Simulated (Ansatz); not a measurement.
`[Cl][Sn-]1[O]C=CC=[O+]1`, 10 atoms. The species carries charge 0 and has multiplicity 1. Correlated methods include outer-core shells of Sn, which these sets cover unevenly. Sn takes the def2 core potential. All runs use 4 threads of an Arm Neoverse V2 on a shared host. Correlated methods freeze the cores.

Question: Give the basis size and wall time and peak host memory of each of these runs in Ansatz. RKS B3LYP-D4/def2-TZVPP energy and forces; RKS ωB97M-V/def2-QZVPP energy; RKS PBE0-D4/def2-QZVPP energy; RKS PBE0-D4/def2-SVP energy; RKS ωB97X-V/def2-TZVPP energy; RKS B97M-V/def2-TZVPP energy; RHF-CCSD(T)/def2-SVP energy; RHF-MP2/def2-TZVPP energy; RKS revPBE-D4/def2-TZVPP energy; RHF-MP2/def2-QZVPP energy; RKS PBE0-D4/def2-TZVP frequencies; direct RPA on PBE orbitals/def2-TZVPP energy. (An estimate is asked.)

Answer: Ansatz gave: Other jobs shared the machine, so times are rough.

```
                                level                job  functions  wall time  peak host memory (GiB)
                 RKS PBE0-D4/def2-SVP             energy        129      2.4 s                    0.37
             RKS revPBE-D4/def2-TZVPP             energy        289      3.9 s                    0.47
                   RHF-MP2/def2-TZVPP             energy        289        9 s                    0.97
              RKS B3LYP-D4/def2-TZVPP  energy and forces        289       11 s                     1.1
direct RPA on PBE orbitals/def2-TZVPP             energy        289       14 s                    0.99
               RKS ωB97X-V/def2-TZVPP             energy        289       16 s                     1.2
                RKS B97M-V/def2-TZVPP             energy        289       18 s                    0.59
               RKS PBE0-D4/def2-QZVPP             energy        527       18 s                     2.6
                 RHF-CCSD(T)/def2-SVP             energy        129       27 s                    0.94
               RKS ωB97M-V/def2-QZVPP             energy        527       38 s                     3.1
                   RHF-MP2/def2-QZVPP             energy        527       48 s                     4.1
                RKS PBE0-D4/def2-TZVP        frequencies        260    6.2 min                     1.1
```

B3LYP here is the variant with VWN-RPA as its local correlation; programs differ in this.
